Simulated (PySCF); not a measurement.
Si(OSiH3)(F)2(Me) (CH₆F₂OSi₂), SMILES C[Si](F)(F)O[SiH3].

Geometry optimised at ωB97X-D3(BJ)/def2-SVP. The values are those of a single conformer.

Two levels are set side by side: TDA-PBE/def2-SVPD (PySCF) and TDA-M06-2X/def2-SVPD (PySCF). Vertical, same geometry. The lowest singlet is HOMO→LUMO 99 % with PBE and HOMO→LUMO 66 %, HOMO→LUMO+1 16 %, HOMO→LUMO+2 13 % with the other functional; states are paired by order. Differences are taken from unrounded values.

```tsv
quantity	TDA-M06-2X	TDA-PBE	TDA-PBE minus TDA-M06-2X
lowest singlet excitation (eV)	7.89	6.92	-0.97
lowest triplet excitation (TDA) (eV)	7.54	6.61	-0.93
first bright state (f over 0.05) (eV)	8.97	7.85	-1.12
its oscillator strength	0.10	0.11	0.01
```

Functionals without exact exchange tend to place singlet excitations lower, as here. Differences between two approximate levels are no errors against the true value.

Rough cost on one machine, each run with all the roots and properties that it gave: TDA-M06-2X against TDA-PBE about 9 times.
